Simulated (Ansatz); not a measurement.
Born–Oppenheimer molecular dynamics of C3H11NO3Si (19 atoms, charge 0, multiplicity 1). It starts from a relaxed structure.

Level of theory: RKS PBE-D4/STO-3G (Ansatz 0.2.0).

```yaml
ensemble: NVT, Nosé–Hoover chain
time_step: 0.5 fs
steps_asked: 100
set_temperature: 300 K
thermostat: time constant 20 fs, chain length 3
temperature_schedule: 25 steps to 300 K, then 75 steps to 900 K
seed: 803736
```

First frame:

```xyz
19
Properties=species:S:1:pos:R:3
Si -0.180 -0.118 -0.006
O 0.292 -0.450 1.625
C -0.884 -0.365 2.506
H -1.663 -1.140 2.289
H -0.526 -0.532 3.548
H -1.390 0.633 2.477
O 1.294 0.083 -0.894
C 2.140 -1.111 -0.741
H 1.695 -2.038 -1.190
H 3.094 -0.910 -1.282
H 2.398 -1.346 0.323
O -0.957 1.417 -0.073
C -2.067 1.413 -1.038
H -2.677 0.475 -1.004
H -2.728 2.275 -0.789
H -1.719 1.553 -2.094
N -1.299 -1.404 -0.595
H -0.979 -2.323 -0.165
H -1.105 -1.561 -1.629
```

Task: How far do the bonds stretch over the last three quarters of this one trajectory? (Pairs bonded in most of those frames.)

Result: 
| bond | mean (Å) | spread (Å) | shortest | longest |
| --- | --- | --- | --- | --- |
| Si1–O2 | 1.749 | 0.015 | 1.73 | 1.77 |
| Si1–O7 | 1.735 | 0.015 | 1.71 | 1.76 |
| Si1–O12 | 1.716 | 0.017 | 1.70 | 1.76 |
| Si1–N17 | 1.788 | 0.011 | 1.77 | 1.81 |
| O2–C3 | 1.474 | 0.008 | 1.46 | 1.49 |
| C3–H4 | 1.124 | 0.016 | 1.10 | 1.15 |
| C3–H5 | 1.117 | 0.006 | 1.10 | 1.13 |
| C3–H6 | 1.122 | 0.016 | 1.10 | 1.15 |
| O7–C8 | 1.478 | 0.004 | 1.47 | 1.48 |
| C8–H9 | 1.123 | 0.014 | 1.10 | 1.15 |
| C8–H10 | 1.117 | 0.019 | 1.09 | 1.15 |
| C8–H11 | 1.120 | 0.022 | 1.09 | 1.15 |
| O12–C13 | 1.476 | 0.014 | 1.46 | 1.50 |
| C13–H14 | 1.123 | 0.027 | 1.08 | 1.16 |
| C13–H15 | 1.118 | 0.012 | 1.10 | 1.14 |
| C13–H16 | 1.121 | 0.011 | 1.10 | 1.14 |
| N17–H18 | 1.061 | 0.017 | 1.03 | 1.09 |
| N17–H19 | 1.060 | 0.015 | 1.03 | 1.09 |

Mean temperature of the second half: 272 K. The conserved energy stayed within 0.23 meV per atom of its start (net change 0.16 meV per atom), so the integration is sound. The schedule's set-point averaged 700 K over the second half and the system 272 K, so it lags behind the ramp. A run of 0.05 ps of so small a system gives no equilibrium averages. Limits of this set-up: minimal basis.

Time of the run: 9.9 min on 1 thread of Arm Neoverse V1, on a shared host, peak memory 0.12 GiB.
